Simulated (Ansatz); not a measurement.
Ideal-gas functions of C3H3I (`IC1=CC1`) at 298.15 K and 1 bar, from an Ansatz frequency run at PBE0-D4/def2-TZVP.

Molar mass 165.96 g/mol, point group Cs (symmetry number 1), electronic degeneracy 1, moments of inertia 21.344, 260.587, 278.56 u Å². Harmonic wavenumbers (cm⁻¹, unscaled): 262, 263, 391, 741, 845, 985, 997, 1079, 1110, 1187, 1519, 1796, 3063, 3133, 3309.

Use S(trans) = R[1.5 ln M + 2.5 ln T − 1.1517]; rotational temperatures θ = 24.2544 K / I; S(rot) = R[ln(√π/σ · √(T³/θAθBθC)) + 1.5]; for each mode x = 1.438777 ν̃/T, S = R[x/(eˣ − 1) − ln(1 − e⁻ˣ)] and H = RT x/(eˣ − 1); 1 cm⁻¹ = 0.0119627 kJ/mol; R = 8.31446 J/(mol·K).

Q: By hand: the entropy, in J/(mol·K).

A: Translation 172.6. Rotation: θ = 1.1364, 0.0931, 0.0871 K, giving 107.8. Vibration, mode by mode: 6.90, 6.87, 4.17, 1.09, 0.73, 0.42, 0.40, 0.28, 0.25, 0.18, 0.05, 0.01, 0.00, 0.00, 0.00, in all 21.3. Electronic 0.0. Sum 301.7 J/(mol·K).

Q: By hand: H − E and G − E in kJ/mol, counted from the electronic energy.

A: Zero-point energy ½ × 20680 × 0.0119627 = 123.7; thermal vibration 4.1; translation, rotation and pV give 4 RT = 9.9. H − E = 137.7 kJ/mol, and G − E = 137.7 − 298.15 × 301.7/1000 = 47.7 kJ/mol.

Vibration gives 7 % of the entropy.
